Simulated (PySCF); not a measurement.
## Computed structure and properties of [Sm(NH2)4]−

System: [Sm(NH2)4]− (singlet in the valence; each metal's 4f electrons, 5 of them, lie in its core potential, out of spins and levels); start: displaced along the imaginary mode (S4). Method: PySCF 2.14.0, RKS PBE0, Sm lcecp-1-SVP with ECP51, N def2-SVP, H def2-SVP; non-relativistic Hamiltonian with scalar-relativistic core potentials where named; density fitting; no spin-orbit coupling.

Input of the relaxation:

```python
mol = gto.M(atom='''
Sm    -0.00000     0.00000     0.00000
N      1.17178     1.40941     1.41014
H      1.36610     1.22914     2.42765
H      1.79526     2.20118     1.10859
N     -1.17178    -1.41014     1.40941
H     -1.79526    -1.10859     2.20118
H     -1.36610    -2.42765     1.22914
N      1.17178    -1.40941    -1.41014
H      1.79526    -2.20118    -1.10859
H      1.36610    -1.22914    -2.42765
N     -1.17178     1.41014    -1.40941
H     -1.36610     2.42765    -1.22914
H     -1.79526     1.10859    -2.20118''',
    basis={'Sm': 'lcecp-1-SVP', 'N': 'def2-SVP', 'H': 'def2-SVP'},
    ecp={'Sm': 'lcecp-1-SVP'},
    charge=-1, spin=0)
mf = dft.RKS(mol, xc='PBE0')
mf.grids.atom_grid = (50, 194)  # f atoms: unpruned, at least (60, 302)
mf = mf.density_fit()  # fitting sets: Sm AutoAux, N def2-universal-JKFIT, H def2-universal-JKFIT
mf.conv_tol = 1e-08; mf.max_cycle = 55
mf.kernel(dm0)  # dm0: converged density of the start geometry
# quasi-Newton relaxation in Cartesian coordinates to a largest gradient under 0.00045 Eh/bohr, steps kept in the point group
```

Run from Python with OMP_NUM_THREADS=2; the lines above give its settings. Where DIIS fails, smearing, a level shift and second-order steps follow.
It took 2.5 min on 2 threads of Arm Neoverse V2 (shared host), from the converged density of the start.

Course of the relaxation:

| step | energy above end (eV) | largest force component within the symmetry (eV/Å) |
| --- | --- | --- |
| 0 | 0.2512 | 1.192 |
| 1 | 0.0788 | 0.080 |
| 2 | 0.0755 | 0.044 |
| 3 | 0.0703 | 0.282 |
| 4 | 0.0654 | 0.101 |
| 5 | 0.0542 | 0.152 |
| 6 | 0.0413 | 0.263 |
| 7 | 0.0282 | 0.182 |
| 18 | 0.0019 | 0.119 |
| 19 | 0.0010 | 0.071 |
| 20 | 0.0007 | 0.098 |
| 21 | 0.0003 | 0.042 |
| 22 | 0.0000 | 0.018 |
| 23 | 0.0000 | 0.012 |
(The steps between are left out.)

Relaxed geometry (S4):

```xyz
13

Sm    0.0000    0.0000    0.0000
N     1.3807    1.2537    1.3574
H     1.3409    1.4366    2.3603
H     2.2445    1.6964    1.0376
N    -1.3808   -1.3573    1.2537
H    -2.2448   -1.0377    1.6962
H    -1.3405   -2.3604    1.4368
N     1.3807   -1.2537   -1.3574
H     2.2445   -1.6964   -1.0376
H     1.3409   -1.4366   -2.3603
N    -1.3808    1.3573   -1.2537
H    -1.3405    2.3604   -1.4368
H    -2.2448    1.0377   -1.6962
```

| contact | Å |
| --- | --- |
| Sm1–N2 (NH2) | 2.307 |
| Sm1–N5 (NH2) | 2.307 |
| Sm1–N8 (NH2) | 2.307 |
| Sm1–N11 (NH2) | 2.307 |

On the finer grid (75, 302):

| Property | Result |
| --- | --- |
| HOMO | -1.14 eV |
| LUMO | 3.76 eV |
| Dipole about the centre of mass | 0.00 D |
| Set of Mulliken populations of Sm1 outside the core potential | s 2.26, p 6.48, d 1.52, f 0.07 |
| D3(BJ) dispersion energy (not in the energies) | -0.206 eV |

```tsv
atom	Mulliken (e)	Löwdin (e)	spin (e)
Sm1	0.67	0.20	0.00
N2	-0.56	-0.37	0.00
H3	0.07	0.04	0.00
H4	0.07	0.04	0.00
N5	-0.56	-0.37	0.00
H6	0.07	0.04	0.00
H7	0.07	0.04	0.00
N8	-0.56	-0.37	0.00
H9	0.07	0.04	0.00
H10	0.07	0.04	0.00
N11	-0.56	-0.37	0.00
H12	0.07	0.04	0.00
H13	0.07	0.04	0.00
```

The 4f levels lie in the core potential and are missing. Their spin isn't counted.

No frequency check is given for this geometry.

Taking off one NH2 (charge -1, singlet; the rest: singlet) in vacuum, both parts rigid, costs 5.13 eV; the small basis without counterpoise inflates it.

Rigid scan of NH2 along the line from its metal:

distance to N2 (Å), energy (eV) and a bar:
```
     2.01      0.726 ##############################
     2.11      0.281 ############
     2.21      0.062 ###
     2.31      0.000 
     2.41      0.047 ##
     2.51      0.166 #######
```

One start shape was tried, so this needn't be the lowest isomer.

An lcecp potential fixes the number of 4f electrons, so in runs with it no electron can move into or out of that shell.
